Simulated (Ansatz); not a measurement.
Calculated with Ansatz (gas phase, PBE0-D4/def2-TZVP geometries, no zero-point term in ΔE). CBS: MP2 limit from def2 TZ/QZ plus the TZ coupled-cluster correction, frozen cores. This one scheme is used for every species. Functionals use def2-TZVPP. Each species was taken in one conformer, which may not be the lowest.

Reaction (substitution at a C–Si bond): `C=NC[SiH3]` + H–F → `C=NCF` + SiH₄

`C=NC[SiH3]`:

Cartesian coordinates in Å:
```
C -1.413 1.053 -0.979
N -1.124 -0.078 -0.505
C -0.312 -0.142 0.678
Si 1.388 -0.850 0.241
H -2.006 1.112 -1.890
H -1.097 1.998 -0.515
H -0.773 -0.836 1.389
H -0.187 0.830 1.182
H 2.072 0.058 -0.717
H 1.250 -2.196 -0.367
H 2.201 -0.950 1.483
```

H–F:

Z-matrix (Å, degrees):
```
F
H 1 0.920
```

`C=NCF`:

Cartesian coordinates in Å:
```
C 1.296 -0.107 0.101
N 0.265 0.403 0.612
C -1.006 0.170 0.043
F -1.008 -0.637 -1.084
H 2.259 0.094 0.567
H 1.279 -0.743 -0.787
H -1.443 1.132 -0.243
H -1.642 -0.311 0.791
```

SiH₄:

```xyz
5

Si    0.000    0.000    0.000
H    -0.667    0.568    1.199
H     0.451    1.103   -0.885
H    -0.957   -0.865   -0.735
H     1.173   -0.807    0.422
```

```json
{"level": "BLYP-D4", "ΔE (eV)": "0.40"}
{"level": "B2PLYP", "ΔE (eV)": "0.42"}
```

(1) What does CCSD(T)/CBS give? (An estimate is asked.)

Largest T1 diagnostic among the species: 0.012.

Results:

(1) Computed: +0.57 eV. The listed levels differ from it by -0.17, -0.15 eV.

At CCSD(T), def2-SVP lies −0.31 eV from the extrapolated value and def2-TZVPP −0.07 eV. From PBE to PBE0 (25 % exact exchange), in def2-TZVPP and without D4, ΔE moves by +0.03 eV. Leaving LDA and LC-ωPBE aside and taking each functional with its dispersion term where it has one, the values, not all of them listed here, spread over 0.15 eV, from CAM-B3LYP-D4 to PBE-QIDH.
